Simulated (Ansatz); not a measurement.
Two isomers of CH7BClNSi: A = `C[SiH2]NBCl`, B = `NBC[SiH2]Cl`.

Program: Ansatz. Geometries: PBE0-D4/def2-TZVP. ΔE: electronic, gas phase. CCSD(T)/CBS adds triple-zeta CCSD(T) − MP2 to the extrapolated MP2 energy (def2 sets, frozen cores). Functionals use def2-TZVPP. B3LYP here is the variant with VWN-RPA as its local correlation; programs differ in this. Each species was taken in one conformer, which may not be the lowest.

A:

Z-matrix (Å, degrees):
```
C
Si 1 1.862
H 1 1.092 2 110.8
H 1 1.093 2 111.1 3 -120.4
H 1 1.093 2 110.4 3 120.0
N 2 1.751 1 111.5 3 61.1
H 2 1.488 1 109.5 3 -179.2
H 2 1.483 1 111.4 3 -57.5
B 6 1.393 2 126.4 1 -110.7
H 6 1.012 2 117.4 1 68.8
Cl 9 1.770 6 120.3 2 179.3
H 9 1.192 6 121.8 2 -0.6
```

B:

Z-matrix (Å, degrees):
```
C
B 1 1.569
Si 1 1.860 2 111.9
H 1 1.096 2 111.2 3 -117.8
H 1 1.096 2 113.2 3 120.4
N 2 1.389 1 121.6 3 -92.1
H 2 1.200 1 120.7 3 85.9
Cl 3 2.067 1 109.4 2 66.6
H 3 1.484 1 112.0 2 -175.6
H 3 1.483 1 112.2 2 -52.1
H 6 1.005 2 122.8 1 177.3
H 6 1.007 2 123.4 1 0.9
```

(1) Which isomer does CCSD(T)/CBS put lower? Give the gap. (An estimate is asked.)

(2) Give E(B) − E(A) in kcal/mol with PBE-D4, B3LYP-D4, MP2/def2-TZVPP, CCSD/def2-TZVPP, B3LYP, CCSD(T)/def2-TZVPP, PBE0-D4. (Estimate.)

Largest T1 diagnostic: 0.011.

Answers

(1) Computed: A, by 5.7 kcal/mol.

(2) The calculation gave: PBE-D4 4.4, B3LYP-D4 5.7, MP2/def2-TZVPP 6.3, CCSD/def2-TZVPP 6.5, B3LYP 6.5, CCSD(T)/def2-TZVPP 6.4, PBE0-D4 4.5. None reverses the order clearly.

The D4 term adds −0.8 kcal/mol with B3LYP and −0.4 kcal/mol with PBE0; it sums over pairs of atoms, weighted by their polarisabilities, and B3LYP, whose exchange is more repulsive, gets the larger term. In def2-TZVPP, CCSD(T) changes the Hartree–Fock value by −1.3 kcal/mol (the triples alone add −0.1 kcal/mol) and MP2 by −1.5 kcal/mol.
